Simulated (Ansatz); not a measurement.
Gas-phase electronic energies from Ansatz, PBE0-D4/def2-TZVP geometries. CBS: MP2 limit from def2 TZ/QZ plus the TZ coupled-cluster correction, frozen cores. This one scheme is used for every species. DFT in def2-TZVPP. B3LYP here is the variant with VWN-RPA as its local correlation; programs differ in this. One conformer a species, not always the lowest.

`CB(N)F` + H₂O → `CB(N)O` + H–F  (formal hydrolysis of a B–F bond)

`CB(N)F`:

Z-matrix (Å, degrees):
```
C
B 1 1.566
H 1 1.094 2 110.2
H 1 1.091 2 113.8 3 -121.5
H 1 1.094 2 110.2 3 116.9
N 2 1.396 1 124.5 3 121.2
F 2 1.347 1 118.6 3 -58.8
H 6 1.006 2 122.4 1 -180.0
H 6 1.003 2 123.0 1 0.0
```

H₂O:

```xyz
3

O    -0.282    0.226   -0.143
H    -0.307   -0.724   -0.010
H     0.589    0.497    0.153
```

`CB(N)O`:

Cartesian coordinates in Å:
```
C -0.578 0.909 -0.537
B 0.089 -0.388 0.067
N 1.067 -0.325 1.072
O -0.262 -1.650 -0.366
H -1.663 0.895 -0.390
H -0.201 1.835 -0.099
H -0.411 0.967 -1.618
H 1.492 -1.149 1.459
H 1.398 0.538 1.461
H -0.932 -1.632 -1.049
```

H–F:

```xyz
2

F    -0.148    0.027   -0.435
H     0.148   -0.027    0.435
```

Q: Is it downhill or uphill in electronic energy at CCSD(T)/CBS, and by how much? (An estimate is asked.)

A: The calculation gave: Uphill: ΔE = +0.25 eV.

Q: What do these levels give: LDA (SPW92), PBE-D4, r2SCANh-D4, B3LYP, CAM-B3LYP, HF/def2-TZVPP? (Best estimate.)

A: Ansatz gave: LDA (SPW92) 0.22, PBE-D4 0.25, r2SCANh-D4 0.28, B3LYP 0.31, CAM-B3LYP 0.31, HF/def2-TZVPP 0.36 eV.

Q: What do rigid-rotor, harmonic-oscillator terms from PBE0-D4/def2-TZVP frequencies (298.15 K, 1 bar) make of the CCSD(T)/CBS value? (Best estimate.)

A: Computed: ΔZPE = 0.00 eV, ΔH = +0.25 eV, ΔS = -9 J/(mol·K), ΔG = +0.28 eV.

Largest T1 diagnostic among the species: 0.011.

In def2-TZVPP, CCSD(T) changes the Hartree–Fock value by −0.10 eV (the triples alone add −0.01 eV) and MP2 by −0.13 eV. Leaving LDA and LC-ωPBE aside and taking each functional with its dispersion term where it has one, the values, not all of them listed here, spread over 0.09 eV, from revPBE-D4 to B97M-V. LDA lies −0.05 eV from PBE without D4.
